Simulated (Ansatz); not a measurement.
`CC(C)(C)[NH][Hf]([F])([F])[F]` and `CC(C)(C)[NH][Zr]([F])([F])[F]` differ in one element.

Ansatz, PBE0-D4/def2-TZVP geometries, multiplicity 1. Each molecule was computed in one conformer, which needn't be the lowest.

Elements past krypton have def2 core potentials.

```
                                          property  `CC(C)(C)[NH][Hf]([F])([F])[F]`
             HOMO–LUMO gap (B3LYP/def2-TZVPP) / eV                             6.42
                HOMO energy (PBE0/def2-TZVPP) / eV                            -7.33
              HOMO–LUMO gap (PBE0/def2-TZVPP) / eV                             6.92
             LUMO energy (ωB97M-V/def2-TZVPP) / eV                             0.87
size of the dipole moment (ωB97M-V/def2-TZVPP) / D                             2.87
                 HOMO energy (PBE/def2-TZVPP) / eV                            -5.98
```

Give the same properties after the change, and the shifts. (An estimate is asked.)

The calculation gave: 
```
                                          property  `CC(C)(C)[NH][Zr]([F])([F])[F]`  shift
             HOMO–LUMO gap (B3LYP/def2-TZVPP) / eV                             6.01  -0.41
                HOMO energy (PBE0/def2-TZVPP) / eV                            -7.38  -0.05
              HOMO–LUMO gap (PBE0/def2-TZVPP) / eV                             6.49  -0.43
             LUMO energy (ωB97M-V/def2-TZVPP) / eV                             0.67  -0.20
size of the dipole moment (ωB97M-V/def2-TZVPP) / D                             2.98   0.11
                 HOMO energy (PBE/def2-TZVPP) / eV                            -6.04  -0.06
```

With PBE0 the HOMO falls by 0.05 eV and the LUMO falls by 0.49 eV, so the gap narrows by about 0.44 eV. PBE moves the HOMO by -0.06 eV and ωB97M-V by -0.04 eV. Dipoles are sizes alone; their direction can turn.

Positive LUMOs are unbound, so they and the gaps depend on the basis.

B3LYP here is the variant with VWN-RPA as its local correlation; programs differ in this.
